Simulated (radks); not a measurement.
S+, 15 electrons, occupied as [Ne] 3s2 3p3. Calculated with a radial shooting solver on a logarithmic mesh with Libxc functionals: Dirac Kohn-Sham, PBE, spin-unpolarised, spherical densities, point nucleus; open shells fill j = l - 1/2 first.

Normalised radial functions P(r) = r R(r) (large component), r in bohr:

r          2p3/2
0.005097  0.0033
0.005747  0.0041
0.006479  0.0052
0.007306  0.0066
0.008237  0.0083
0.009287  0.0105
0.01056   0.0134
0.0119    0.0168
0.01342   0.0211
0.01513   0.0265
0.01706   0.0332
0.01923   0.0414
0.02186   0.0524
0.02465   0.0652
0.02779   0.0808
0.03133   0.0999
0.03533   0.1231
0.03983   0.1511
0.04491   0.1847
0.05104   0.2277
0.05755   0.2755
0.06489   0.3313
0.07316   0.3960
0.08249   0.4698
0.093     0.5529
0.1057    0.6514
0.1192    0.7520
0.1344    0.8587
0.1515    0.9690
0.1708    1.0792
0.1926    1.1848
0.2189    1.2864
0.2468    1.3647
0.2783    1.4202
0.3138    1.4471
0.3538    1.4411
0.3989    1.3996
0.4533    1.3163
0.5111    1.2049
0.5763    1.0674
0.6498    0.9121
0.7326    0.7491
0.826     0.5891
0.9314    0.4416
1.059     0.3069
1.193     0.2057
1.346     0.1292
1.517     0.0755
1.711     0.0407
1.929     0.0200
2.192     0.0084
2.472     0.0033
2.787     0.0011
3.142     0.0003
3.543     0.0001
3.994     0.0000
4.54      0.0000
5.119     0.0000
5.771     0.0000
6.507     0.0000

2p3/2: eigenvalue -167.79 eV, 0 radial nodes, <r> = 0.443 bohr, 90 % of the charge inside 0.738 bohr.
